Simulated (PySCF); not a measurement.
The multiplicity is imposed and other spin states were not computed.

# [Cd(Cl)] (charge 0, multiplicity 2)

Calculation: TPSSh-D3(BJ)/def2-TZVP // r2SCAN-D4/def2-SVP in PySCF.

| Item | Result |
|---|---|
| highest occupied spin orbital | -6.03 eV |
| dipole moment | 3.46 D |
| charge on the central atom (Mulliken) | 0.45 e |
| spin population on the central atom (Mulliken) | 0.81 |
| total energy | -627.9498 Ha |
| cost | roughly 70 core-seconds |

Bonded distances (Å): Cd1–Cl2 2.366.
Charge 0, spin multiplicity 2.
